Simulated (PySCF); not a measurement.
H4GeMgO (SMILES [OH][Mg][GeH3]), singlet, geometry from GFN2-xTB (such geometries of metal compounds can be far from the true shape). Base run: B3LYP/6-31G* run with PySCF.

Input for PySCF:
```python
from pyscf import gto, scf, dft, solvent

mol = gto.M(
    atom='''
Mg   -0.37468771    1.19034191   -0.34392970
O    -0.38229083    2.34629022   -1.57182677
H    -0.39868299    3.01193977   -2.24779444
Ge    0.21173566   -0.97661971    0.52218774
H     1.04710731   -1.82491306   -0.41002720
H     1.03628563   -1.04966037    1.78938361
H    -0.90567190   -1.93996052    0.86020097
''',
    basis='6-31g*',
    verbose=4,
)

mf = dft.RKS(mol)
mf.xc = 'b3lyp'
mf.kernel()
```

Base: dipole (D) 2.43; HOMO-LUMO gap (eV) 5.81.

A changed run: ΔE vs base (kJ/mol) -6.88; dipole (D) 2.69; HOMO-LUMO gap (eV) 5.94.

### Question
What was changed between the two runs?
(A) model = IEF-PCM; solvent = n-hexane; vdw_scale = 1.0
(B) model = COSMO; solvent = n-hexane
(C) model = IEF-PCM; solvent = dimethylsulfoxide
(D) model = SS(V)PE; solvent = n-hexane
(E) model = IEF-PCM; solvent = n-hexane; vdw_scale = 1.4

### Answer
E, model = IEF-PCM; solvent = n-hexane; vdw_scale = 1.4

The base is the gas phase, so ΔE is the electrostatic part of solvation at a fixed geometry, without cavity and dispersion terms.
